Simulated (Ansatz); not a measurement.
Geometry optimisation, RKS PBE0/def2-TZVP in Ansatz.

Input:

```yaml
crystal:
  periodic: [false, false, false]
  atoms:
    - { symbol: Ga, position_ang: [0.202409, 0.0, 0.116871] }
    - { symbol: H, position_ang: [0.768785, 0.0, 1.559397] }
    - { symbol: H, position_ang: [1.734874, 0.0, -0.11381] }
    - { symbol: H, position_ang: [-1.127467, 0.0, -0.650959] }
basis:
  gaussian: { orbitals: def2-TZVP }
hamiltonian:
  xc: pbe0
relax:
  f_tol: 0.03
  max_steps: 50
```

Launched with:

```bash
$ ansatz run input.yaml --threads 1 --pin off --max-ram 2048MiB --backend cpu --events-out ev --progress --plain --runs-dir out
```

Q: Where does it end, and by what steps?

A: The run converged. After 4 steps the energy has fallen by 0.884 eV; H3 moved furthest, 0.44 Å.

```json
{"step": "0", "energy less start (eV)": "0.0000", "largest force component (eV/Å)": "1.758", "accepted": "yes"}
{"step": "1", "energy less start (eV)": "-0.5856", "largest force component (eV/Å)": "0.963", "accepted": "yes"}
{"step": "2", "energy less start (eV)": "-0.8495", "largest force component (eV/Å)": "0.588", "accepted": "yes"}
{"step": "3", "energy less start (eV)": "-0.8763", "largest force component (eV/Å)": "0.280", "accepted": "yes"}
{"step": "4", "energy less start (eV)": "-0.8839", "largest force component (eV/Å)": "0.008", "accepted": "yes"}
```

```xyz
4
Properties=species:S:1:pos:R:3
Ga 0.394 0.000 0.228
H 0.395 0.000 1.796
H 1.753 0.000 -0.556
H -0.963 0.000 -0.556
```

The run took 4.8 s on 1 thread of Arm Neoverse V2, with other jobs on the host, peak memory 0.11 GiB.
